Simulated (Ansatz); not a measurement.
A trace of molecular dynamics of CH7NOSi2 (12 atoms, charge 0, multiplicity 1).

Theory: RKS PBE0-D4/STO-3G in Ansatz.

```
ensemble                      : NVE (velocity Verlet)
starting velocities drawn for : 300 K
seed                          : 137145
```

```tsv
time (fs)	T (K)	potential energy less start (eV)	conserved less start (meV/atom)
0.0	300	0.000	0.00
8.0	5699	5.105	1007.00
16.0	53770	23.578	7724.45
24.0	412468	107.691	53371.65
32.0	682851	66.892	79096.42
40.0	698546	74.408	81413.34
48.0	715486	75.661	83342.58
56.0	717512	72.154	83268.50
64.0	719237	65.916	82934.55
72.0	949974	76.284	108652.70
80.0	949701	77.263	108704.89
88.0	947741	79.801	108705.29
96.0	949767	77.162	108703.51
104.0	949811	76.824	108680.18
112.0	947813	79.485	108686.63
120.0	950031	76.461	108673.60
128.0	949923	78.019	108791.78
136.0	947425	81.153	108783.86
144.0	947187	81.447	108782.79
152.0	948071	80.363	108787.67
160.0	951485	75.098	108716.69
```

Task: Is this trajectory sound?

Result: The conserved energy changed by up to 110000 meV per atom, so the integration failed: the time step of 4 fs is too long for the fastest motions that this run met, and the later frames carry no physical meaning.

Time of the run: 9.5 min on 1 thread of Arm Neoverse V1 (shared host), peak memory 0.12 GiB.
